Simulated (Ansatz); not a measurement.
`CB(F)CCl`, relaxed with RKS PBE0-D4/def2-TZVP in Ansatz from a PBE-D4/def2-SVP geometry. The force threshold is 0.005 eV/Å; the program also tests the step.

Total charge 0; spin multiplicity 1.

Start:

```xyz
10

C     1.135   -0.328    0.754
B    -0.081    0.528    0.259
F    -0.204    1.802    0.668
C    -1.204   -0.023   -0.718
Cl   -0.348    0.235   -2.311
H     0.834   -0.833    1.702
H     2.026    0.287    0.989
H     1.413   -1.128    0.040
H    -2.141    0.563   -0.745
H    -1.429   -1.103   -0.638
```

| step | energy (eV) | largest force (eV/Å) | largest move (Å) |
| --- | --- | --- | --- |
| 1 | -18065.8183 | 0.568 | 0.000 |
| 2 | -18065.8522 | 0.214 | 0.022 |
| 3 | -18065.8569 | 0.136 | 0.019 |
| 4 | -18065.8572 | 0.065 | 0.009 |
| 5 | -18065.8575 | 0.014 | 0.006 |
| 6 | -18065.8575 | 0.008 | 0.004 |
| 7 | -18065.8576 | 0.003 | 0.003 |
| 8 | -18065.8576 | 0.002 | 0.002 |

End:

```xyz
10

C     1.130   -0.328    0.759
B    -0.075    0.520    0.259
F    -0.204    1.779    0.671
C    -1.184   -0.017   -0.728
Cl   -0.397    0.225   -2.329
H     0.831   -0.825    1.693
H     2.005    0.282    0.992
H     1.409   -1.117    0.059
H    -2.108    0.560   -0.734
H    -1.405   -1.079   -0.642
```

It took 22 s on 4 threads of an Arm Neoverse V2 on a shared host, with 0.46 GiB of host memory at the peak.
